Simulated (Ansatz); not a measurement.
Geometry optimisation, Ansatz 0.2.0, RKS PBE/def2-SVP.

Input file:

```yaml
crystal:
  periodic: [false, false, false]
  atoms:
    - { symbol: Ta, position_ang: [0.0, 0.0, 0.0] }
    - { symbol: F, position_ang: [2.28, 0.0, 0.0] }
    - { symbol: "N", position_ang: [0.0, 0.0, 2.16] }
    - { symbol: H, position_ang: [-0.2456, -0.8845, 2.69] }
    - { symbol: H, position_ang: [0.2456, 0.8845, 2.69] }
    - { symbol: "N", position_ang: [0.0, 0.0, -2.16] }
    - { symbol: H, position_ang: [-0.6116, -0.6845, -2.69] }
    - { symbol: H, position_ang: [0.6116, 0.6845, -2.69] }
    - { symbol: F, position_ang: [-0.965, 1.6714, 0.0] }
    - { symbol: F, position_ang: [-0.965, -1.6714, 0.0] }
    - { symbol: Si, position_ang: [0.9018, -2.2972, 1.4454] }
    - { symbol: H, position_ang: [0.0835, -3.4515, 1.0858] }
    - { symbol: H, position_ang: [2.2969, -2.5672, 1.1102] }
    - { symbol: H, position_ang: [0.7861, -2.0472, 2.8792] }
    - { symbol: H, position_ang: [2.1331, -1.0841, 0.6821] }
basis:
  gaussian: { orbitals: def2-SVP }
hamiltonian:
  xc: pbe
relax:
  f_tol: 0.15
  max_steps: 25
  restrain:
    - { distance: [0, 10], at: 2.56, k: 30.0 }
    - { distance: [14, 1], at: 0.92, k: 30.0 }
    - { distance: [0, 1], at: 3.13, k: 30.0 }
    - { distance: [14, 10], at: 2.66, k: 30.0 }
```

Command:

```bash
$ ansatz run input.yaml --threads 4 --pin off --max-ram 5120MiB --backend cpu --events-out ev --progress --plain --runs-dir out
```

**Question.** Where does it end, and by what steps?

**Answer.** The run converged. The restraints hold the end off the free minimum. After 16 steps the energy has fallen by 3.812 eV (the restraints' own energy left out); H8 moved furthest, 1.65 Å. Parted: Ta1–F2, Ta1–H15. Joined: F2–H15.

```csv
step,energy less start (eV),largest force component (eV/Å),accepted
0,0.0000,2.216,yes
1,-0.0598,3.036,yes
2,-0.2609,3.963,yes
3,-1.1263,3.170,yes
4,-2.0244,1.953,yes
5,-2.5918,1.082,yes
6,-2.9928,1.005,yes
7,-3.2606,1.161,yes
8,-3.4683,0.944,yes
9,-3.5767,1.100,yes
10,-3.6610,1.025,yes
11,-3.7245,0.827,yes
12,-3.7747,0.731,yes
13,-3.7929,0.888,yes
14,-3.7834,0.704,no
15,-3.8126,0.710,yes
16,-3.8117,0.822,yes
```

```xyz
15
Properties=species:S:1:pos:R:3
Ta -0.635 -0.207 0.239
F 2.417 0.394 -0.077
N -0.229 0.149 2.180
H 0.194 -0.458 2.891
H -0.198 1.130 2.491
N 0.175 -0.654 -1.535
H -0.310 -1.184 -2.273
H 1.172 -0.560 -1.763
F -0.450 1.700 0.166
F -2.381 -0.884 0.130
Si 0.749 -2.258 1.003
H 0.547 -3.507 0.171
H 2.245 -1.975 0.791
H 0.691 -2.697 2.455
H 2.563 -0.436 0.334
```

The run took 51 s on 4 threads of Arm Neoverse V1, with other jobs on the host, peak memory 0.25 GiB.
